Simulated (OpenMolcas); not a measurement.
# Cl+: from CASSCF to CASPT2

```
Program             : OpenMolcas 26.06
Basis               : ANO-R2 [5s4p3d1f]
Scalar Hamiltonian  : X2C, finite nucleus
Active space        : 4 electrons in 3 orbitals (3p)
State averaging     : 2S+1 = 3 even, 3 roots; 2S+1 = 1 even, 6 roots
Spin-orbit coupling : state interaction with AMFI integrals over the reference wave functions, term energies averaged over their components
```

Methods on the same reference wave functions:
A. CASSCF
B. SS-CASPT2, IPEA 0.25 Eh, imaginary shift 0.1 Eh (closed shells correlated: 2s 2p 3s)

Energies in cm-1 above 3s2 3p4 3P2, the measured ground level; measured values from NIST Handbook of Basic Atomic Spectroscopic Data.

```json
{"Level": "3s2 3p4 3P2", "A": "0.0", "B": "0.0", "Measured": "0.0"}
{"Level": "3s2 3p4 3P1", "A": "647", "B": "650", "Measured": "696"}
{"Level": "3s2 3p4 3P0", "A": "940", "B": "938", "Measured": "996"}
{"Level": "3s2 3p4 1D2", "A": "14397", "B": "12100", "Measured": "11654"}
{"Level": "3s2 3p4 1S0", "A": "35367", "B": "29610", "Measured": "27878"}
```

Deviations, from unrounded energies. A percentage is the sum of absolute deviations over the sum of measured energies, with the sign that they share, or ± where signs differ.

| Against measurement | Levels | A | B |
| --- | --- | --- | --- |
| mean absolute deviation (cm-1) | 4 | 2600 | 570 |
| fine structure of the ground term (%) | 2 | -6.2 | -6.2 |
| other terms of the ground configuration (%) | 2 | +25.9 | +5.5 |

B lies closest to measurement on these levels. The largest miss of B in the table is 3s2 3p4 1S0, by +1700 cm-1. The ranking rests on the paired levels alone, and a cruder setting can come out closer through cancelling errors.

From A to B the spin-free energies of the other terms of 3s2 3p4 shown, above 3P, scale by a factor of 0.84.

The lowest spin-free term lies below A's lowest term by 0.329 hartree in B.

CASPT2 does not keep the components of a term degenerate, so their means are used; among the terms shown or strongly mixed into the levels shown the widest spread is 180 cm-1 (3s2 3p4 1D, B). With the s shell closed, the reference lacks s² → p² mixing. Without dynamic correlation excited terms often stand tens of per cent too high (terms of higher spin than the ground term too low), and those without a measured partner can miss by more than the paired ones (holds for A). Measured partners are found by configuration, term and J. A level has none where our copy of the source lacks it or the pairing is in doubt (some pairs that miss far off the trend of their configuration count as doubtful), and it then counts in no deviation. Levels of configurations outside the active space are missing.
